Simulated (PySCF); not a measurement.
# C₆ coefficients of unlike pairs at PBE

Calculated with PySCF 2.14 from the dipole response of each species, C₆(A,B) = (3/π) ∫ α_A(iu) α_B(iu) du, in atomic units, from isotropic polarisabilities. For ions this is the dispersion term alone; charge-induced terms of lower order in 1/R come first.

```csv
species,configuration,basis,relativity,α (bohr³),C₆ (like pair)
Ag(3+),[Kr] 4d8 (3F),aug-cc-pVDZ-PP with ECP28MDF (5s5p4d2f),core potential,3.969,17.88
Si(2+),[Ne] 3s2 (1S),aug-cc-pV(5+d)Z (8s7p6d4f3g2h),none,11.70,40.17
Ni+,[Ar] 3d9 (2D),"aug-cc-pVTZ with one added diffuse shell each of s, p, d, f, g type (9s8p6d4f3g)",none,9.295,32.45
Sn(2+),[Kr] 4d10 5s2 (1S),def2-QZVPPD with the def2 core potential (28 electrons) (8s6p5d4f1g),core potential,14.66,81.95
```

(1) Estimate C₆ for Ni+ with Ag(3+).

No spin-orbit coupling is included.

The other pairs:

| pair | C₆ |
| --- | --- |
| Si(2+), Ag(3+) | 21.90 |
| Sn(2+), Ag(3+) | 35.06 |
| Ni+, Si(2+) | 34.96 |
| Sn(2+), Si(2+) | 56.20 |
| Sn(2+), Ni+ | 51.47 |

Answers

(1) The integral gives 22.49. The combination rule 2 C_A C_B / (C_A α_B/α_A + C_B α_A/α_B) gives 20.82 and the geometric mean 24.09.
